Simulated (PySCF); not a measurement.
Molecule: `CO[C@@]12C[C@@H]1[C@@H]2F`, C5H7FO.

Bonds (- single, = double, # triple, : aromatic): C1-O2, O2-C3, C3-C4, C4-C5, C5-C6, C6-F7, C5-C3, C6-C3. C1 carries H8, H9, H10; C4 carries H11, H12; C5 carries H13; C6 carries H14. Stereochemistry as in CO[C@@]12C[C@@H]1[C@@H]2F. H12 is cis to C6 on the ring; H11 is trans to C6 on the ring.

Frames of a GFN2-xTB Langevin trajectory at 300 K; GIAO PBE0/pcSseg-1 shieldings in PySCF, gas phase, non-relativistic; equivalent atoms averaged within each frame.

Referencing at the same level of theory: $^{13}$C (σref 186.93) and $^{1}$H (σref 31.72) against TMS; $^{17}$O (σref 336.08) against H2O; CFCl3 for $^{19}$F (σref 170.95). The references are static minima.

Problem. How do the shifts (ppm) fluctuate along the trajectory?

Solution. 
| time (fs) | C6 | C1 | C3 | C4 | C5 | O2 | F7 | H14 | H8/H9/H10 | H11 |
| --- | --- | --- | --- | --- | --- | --- | --- | --- | --- | --- |
| 250 | 89.4 | 65.4 | 63.2 | 26.5 | 22.7 | 35.8 | -231.4 | 5.95 | 4.01 | 1.58 |
| 425 | 92.4 | 64.1 | 69.0 | 29.2 | 26.8 | 18.5 | -243.8 | 5.32 | 4.28 | 2.36 |
| 625 | 100.9 | 72.8 | 76.6 | 29.9 | 37.8 | 45.4 | -210.5 | 5.95 | 4.19 | 1.86 |
| 800 | 90.2 | 61.0 | 70.2 | 26.8 | 19.9 | 7.5 | -238.6 | 4.68 | 3.77 | 3.10 |
| 1000 | 92.1 | 62.7 | 71.9 | 21.8 | 21.4 | 3.3 | -248.1 | 4.58 | 4.06 | 1.49 |
| mean of frames | 93.0 | 65.2 | 70.2 | 26.8 | 25.7 | 22.1 | -234.5 | 5.30 | 4.06 | 2.08 |
| standard deviation | 4.6 | 4.6 | 4.8 | 3.2 | 7.2 | 18.1 | 14.8 | 0.66 | 0.20 | 0.67 |

5 frames give an uncertainty of the mean of about the standard deviation over 2.2 at best, since frames this close in time may not be independent; classical motion lacks zero-point vibration, and the reference would need the same averaging.
